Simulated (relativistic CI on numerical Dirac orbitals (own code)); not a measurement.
## How well does a small relativistic CI reproduce Ce?

Computed by Dirac-Coulomb-Breit CI, orbitals from a KLI potential per configuration, a model potential for QED, valence Slater integrals scaled by 0.85, P86 correlation energy added to each configuration (own radial code, finite nucleus).

CI space (outside the closed core [Xe]): 4f 5d 6s2, 4f 5d2 6s, 4f2 6s2, 4f 5d2 6p, 4f 5d 6s 6p, 4f 5d3, 4f 6s2 6p, 5d3 6s, 4f 5d 6s 6d, 4f 5d 6s 6f, 4f2 5d 6s, 4f 6s2 7p, 4f 5d 6s 6g, 4f 6s2 5f, 5d2 6s2, 4f 6s 6p 7s, 4f 5d 6s 7s, 4f 5d2 6d, 4f 6s2 8s, 4f2 5d2, 4f 6s2 5g, 4f2 5d 6d, 4f 5d2 7s, 4f 6s2 7d, 4f 6s 6p 6d, 5d2 6s 7s, 4f2 6s 7s, 4f 5d 6s 7p, 4f 5d2 5f, 5d 6s 6p2, 4f2 6s 6p, 4f2 6p2, 4f2 6p 6d, 4f2 6p 6f, 4f 5d 6p2, 4f 6p3, 4f 6s 6p2, 4f 6p2 6d, 4f 6p2 6f, 4f2 5d 6p, 4f3 6p. Double excitations out of closed p, d and f shells are left out; levels of such configurations are missing from the list, as are those of other unlisted configurations, and high levels can miss mixing partners. These lack a partner that the ground configuration has and come out too high: 4f 6s2 7p, 4f 6s2 5f, 5d2 6s2, 4f 6s2 8s, 4f 6s2 5g.

| Configuration | Term (tabulated) | J | Measured (cm⁻¹) | Computed | Error | Purity (%) |
| --- | --- | --- | --- | --- | --- | --- |
| 4f 5d 6s2 | 1G° | 4 | 0.0 | 0 | 0 | 42 |
| 4f 5d 6s2 | 3F° | 2 | 228.8 | 703 | 474 | 74 |
| 4f 5d 6s2 | 3G° | 3 | 1388.9 | 2645 | 1256 | 63 |
| 4f 5d 6s2 | 3F° | 3 | 1663.1 | 1746 | 82 | 74 |
| 4f 5d 6s2 | 3H° | 5 | 2208.7 | 1862 | -347 | 70 |
| 4f 5d 6s2 | 1D° | 2 | 2378.8 | 3639 | 1260 | 57 |
| 4f 5d 6s2 | 3F° | 4 | 3100.2 | 3139 | 39 | 60 |
| 4f 5d 6s2 | 3D° | 1 | 3710.5 | 4874 | 1163 | 68 |
| 4f 5d 6s2 | 3G° | 5 | 4199.4 | 5273 | 1073 | 66 |
| 4f2 6s2 | 3H | 4 | 4762.7 | 10324 | 5562 | 71 |
| 4f 5d 6s2 | 3D° | 2 | 4766.3 | 5912 | 1146 | 58 |
| 4f2 6s2 | 3H | 5 | 6238.9 | 11685 | 5447 | 68 |
| 4f2 6s2 | 3H | 6 | 7780.2 | 13119 | 5339 | 72 |

Measured levels from NIST Handbook of Basic Atomic Spectroscopic Data (Sansonetti and Martin, J. Phys. Chem. Ref. Data 34, 1559 (2005)); pairs were made by configuration, J and term (by order where the table uses no LS term), so strongly mixed levels may be paired wrongly.

Mean error by configuration (cm⁻¹): 4f 5d 6s2 683; 4f2 6s2 5449. Over the excited levels the mean absolute error is 1932 cm⁻¹ (12 of the 71 excited levels that our extract of the source holds in range could be paired, and the others can miss by more), and the median relative error of those above 1,000 cm⁻¹ is 31 %. Some levels of the ground configuration have no partner.
